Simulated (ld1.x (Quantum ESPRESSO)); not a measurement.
## Before and after: TM potential for platinum (Pt)

- Element: platinum (Pt)
- Generator: ld1.x (Quantum ESPRESSO) 7.5
- Type: norm-conserving Troullier–Martins (Kleinman–Bylander form)
- Functional: PBE
- Relativity: scalar-relativistic
- Frozen core: [Xe] 4f14
- Valence charge: 10
- Reference configuration: 5d9 6s0.5 6p0.5
- Partial waves: 6s (bound): rc 2.15 bohr; 6p (bound): rc 3.55 bohr; 5d (bound): rc 1.95 bohr
- Local potential: all-electron potential smoothed inside 3.25 bohr (lloc = -1)
- Core correction: a·sin(br)/r model core, default radius (core density twice the valence density)

All-electron outer shells of the reference configuration (PBE, scalar-relativistic, ld1.x):

```csv
shell,level (eV),outermost node (bohr),outermost maximum (bohr)
4f,-71.15,–,0.38
5p,-57.12,0.53,0.98
5d,-7.20,0.57,1.26
6s,-6.46,1.14,2.35
6p,-1.40,1.36,3.55
```

Change: core [Kr] 4d10, valence charge 32; reference 4f14 5s2 5p6 5d8 6s0 6p0; waves now 5s (bound): rc 1.70 bohr; 5p (bound): rc 1.30 bohr; 5d (bound): rc 1.85 bohr; 4f (bound): rc 0.60 bohr; local potential all-electron potential smoothed inside 0.65 bohr (lloc = -1); core correction none.

Cutoffs: the cutoffs (Ry, on a coarse ladder) from which the occupation-weighted sum of valence levels, in a spherical-Bessel basis at the reference potential, stays within 10 and 1 mRy of its value at 400 Ry; they do not see the model core or the augmentation charge, which bear on the density cutoff. Errors are all-electron minus pseudo energies relative to the spin-unpolarised reference configuration.

Task: What does the change do?

Result: A bound ghost appears in p, s, which as a rule spoils a file; the number of tests that count goes from 7 to 2. Several settings change at once here, so the effects cannot be laid on one of them.

```tsv
quantity	base	changed
cutoffs, loose and tight	40 Ry, 50 Ry	not determined
bound ghosts	none	s, p
tests counted (converged, no solver errors)	7 of 7	2 of 7
```

Changed file: Tests not counted: 4f14 5s2 5p6 5d9 6s1 6p0 (solver errors, printed error -3.5 eV); 4f14 5s2 5p6 5d9 6s0 6p1 (solver errors, printed error -2.3 eV); 4f14 5s2 5p6 5d9 6s0.5 6p0 (solver errors, printed error -910 meV); 4f14 5s2 5p6 5d8 6s2 6p0 (solver errors, printed error -15.2 eV); 4f14 5s2 5p6 5d9.5 6s0.5 6p0 (solver errors, printed error -832 meV). A true bound ghost makes a file unfit for plane-wave use even where its test errors are small: the radial tests pick states by their node count and pass the ghost by. Where a test does run into it, the solver fails or the error is huge.
